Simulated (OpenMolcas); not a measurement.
Cu3+ among 6 point charges of -2.2 e arranged as an octahedron (Oh).

| Quantity | Value |
| --- | --- |
| Program | OpenMolcas |
| Method | SS-CASPT2, IPEA 0.25 Eh, imaginary shift 0.1 Eh (closed shells correlated: 3s 3p) |
| Basis | ANO-RCC-VDZP [5s4p2d1f] |
| Scalar Hamiltonian | DKH2, point nucleus |
| Active space | 8 electrons in 5 orbitals (3d) |
| State averaging | 2S+1 = 3 even, 10 roots; 2S+1 = 1 even, 15 roots |
| Spin-orbit coupling | state interaction with AMFI integrals over the reference wave functions |

All point charges move together. At R = 1.61 Å the first state of the same spin is 8780 cm-1, and at R = 1.74 Å it is 6080 cm-1.

A third run gives 4640 cm-1. What distance was it run at?

With a power law R^-n the two known points give n = -ln(6080 / 8780) / ln(1.74 / 1.61) = 4.73. Then R = 1.61 × (8780 / 4640)^(1/4.73) = 1.842 Å. The run was at 1.85 Å, so the estimate is off by -0.008 Å.

Roots that are degenerate in the reference are averaged as groups; the widest CASPT2 spread within a group is 650 cm-1 (the 3-fold group of multiplicity 3 near 6080 cm-1 above the lowest state of its run, R = 1.74). Shifts and gaps below about the spread of the groups concerned are not significant. Free-ion shares, where given, are those of the reference states; single-state CASPT2 does not remix them. This field is weak: 10Dq is about 8762 cm-1, while octahedral complexes of 3d ions of charge 3 and more, computed by the same method with explicit ligands, had a median near 15000 cm-1. Ground spin and moment need not be those of a real site (figures for R = 1.61; the like holds for R = 1.74, R = 1.85). Point charges carry no covalency, so the field is a model and not that of real ligands. No measured value stands beside these numbers.
